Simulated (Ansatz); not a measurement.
Start from `[F][Sn]([F])([F])[F]` and change one atom or group to get `[F][Sn]([F])([F])[SiH3]`.

Ansatz, PBE0-D4/def2-TZVP geometries, multiplicity 1. 

Elements past krypton have def2 core potentials.

```json
{"property": "LUMO energy (PBE0/def2-TZVPP) / eV", "`[F][Sn]([F])([F])[F]`": "-3.61"}
{"property": "zero-point energy (PBE0-D4/def2-TZVP) / kJ/mol", "`[F][Sn]([F])([F])[F]`": "21.3"}
{"property": "size of the dipole moment (ωB97M-V/def2-TZVPP) / D", "`[F][Sn]([F])([F])[F]`": "0.00"}
{"property": "LUMO energy (PBE/def2-TZVPP) / eV", "`[F][Sn]([F])([F])[F]`": "-4.61"}
{"property": "ideal-gas entropy at 298 K and 1 bar (rigid rotor, harmonic PBE0-D4/def2-TZVP) / J/(mol·K)", "`[F][Sn]([F])([F])[F]`": "324"}
{"property": "HOMO–LUMO gap (PBE/def2-TZVPP) / eV", "`[F][Sn]([F])([F])[F]`": "5.65"}
```

Problem. What does the change do to each property? (An estimate is asked.)

Solution. Ansatz gave: 
```
                                                                                  property  `[F][Sn]([F])([F])[SiH3]`  shift
                                                        LUMO energy (PBE0/def2-TZVPP) / eV                      -1.97   1.64
                                            zero-point energy (PBE0-D4/def2-TZVP) / kJ/mol                       80.7   59.4
                                        size of the dipole moment (ωB97M-V/def2-TZVPP) / D                       5.58   5.58
                                                         LUMO energy (PBE/def2-TZVPP) / eV                      -2.90   1.71
ideal-gas entropy at 298 K and 1 bar (rigid rotor, harmonic PBE0-D4/def2-TZVP) / J/(mol·K)                        383     59
                                                       HOMO–LUMO gap (PBE/def2-TZVPP) / eV                       5.35  -0.30
```

With PBE0 the HOMO rises by 2.81 eV and the LUMO rises by 1.64 eV, so the gap narrows by about 1.17 eV. PBE moves the HOMO by 2.00 eV and ωB97M-V by 3.28 eV. The zero-point energy changes by 59.4 kJ/mol with +9 modes. Modes under 60 cm⁻¹, often nearly free rotors, make the harmonic entropy too high.
